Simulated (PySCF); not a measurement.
How the method changes the constants of GeCl⁻

State: ³Σ⁻ (triplet), unpaired electrons π ↑↑. Set-up: basis Ge aug-cc-pVDZ-PP with ECP10, Cl aug-cc-pV(D+d)Z; scalar-relativistic core potentials; PySCF 2.14. De refers to Ge + Cl⁻ in their high-spin ground configurations, without counterpoise correction. The functionals are run spin-unrestricted. A positive dipole points towards Cl; it is taken about the centre of mass and depends on that origin.

| Level | Re (Å) | ωe (cm⁻¹) | De (eV) | μ (D) |
| --- | --- | --- | --- | --- |
| UHF | 2.450 | 236 | n/a | -1.73 |
| UHF-MP2 | 2.411 | 263 | 1.65 | n/a |
| UHF-SCS-MP2 | 2.429 | 254 | 1.55 | n/a |
| UHF-CCSD | 2.427 | 254 | n/a | n/a |
| UHF-CCSD(T) | 2.425 | 257 | n/a | n/a |
| PBE | 2.396 | 266 | 1.93 | -0.67 |
| PBEsol | 2.363 | 281 | 2.12 | -0.46 |
| BP86 | 2.401 | 264 | 1.89 | -0.68 |
| r²SCAN | 2.374 | 276 | 1.96 | -0.68 |
| PBE0 | 2.380 | 273 | 1.86 | -0.85 |
| BHandHLYP | 2.404 | 259 | 1.61 | -1.26 |

(1) What does the step from GGA to meta-GGA do here, going from PBE to r²SCAN?

(2) What does second-order correlation do here, going from UHF to UHF-MP2?

(3) What does the triples do here, going from UHF-CCSD to UHF-CCSD(T)?

Correlated steps freeze 9 core orbitals. Correlated levels converge slowly with the basis: in double zeta they bind strong bonds too weakly, by up to about 1 eV, and carry superposition errors of some tenths. Spin–orbit coupling is left out. For an ion De counts to the pair picked by the measured ionisation energies or electron affinities, which need not be the lowest pair at this level. The highest Kohn–Sham level is positive in this anion. Much of that is self-interaction error, but it also means that the finite basis helps to hold the extra electron. The state is the lowest determinant that a PBE0 search found; another state may lie lower at other levels.

Answers

(1) r²SCAN less PBE: -2.2 pm in Re, +3.8 % in ωe, +0.03 eV in De. 

(2) UHF-MP2 less UHF: -3.9 pm in Re, +11.4 % in ωe. Correlation nearly always deepens the well. The bond shortens, as in weak, metallic or heavy-atom bonds, where dispersion and the correlation of outer-core electrons pull the atoms together.

(3) UHF-CCSD(T) less UHF-CCSD: -0.2 pm in Re, +1.2 % in ωe. Correlation nearly always deepens the well. The bond shortens, as in weak, metallic or heavy-atom bonds, where dispersion and the correlation of outer-core electrons pull the atoms together.
